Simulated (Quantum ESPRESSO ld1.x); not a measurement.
Problem. The mean radii <r> (bohr) of the occupied orbitals of an atom or ion are listed with their occupations. All-electron calculation, scalar-relativistic Kohn-Sham, LDA (Slater exchange, Perdew-Zunger correlation), spin-unpolarised, spherical densities, point nucleus. Program: ld1.x of Quantum ESPRESSO 7.5.

orbital  occ.      <r>
1s          2  0.03114
2s          2   0.1340
2p          6   0.1167
3s          2   0.3374
3p          6   0.3292
3d          1   0.2941

Name the element and its charge.

Solution. Z = 47, silver, charge +28: Ag28+ in [Ar] 3d1. The 1s radius gives Z: for a bare nucleus <r> = (2 gamma + 1)/(2Z) with gamma = sqrt(1 - (Z/c)^2), 0.03062 bohr for Z = 47, and screening makes it slightly larger (0.03114 here). The occupations add up to 19, and the charge is Z minus that.
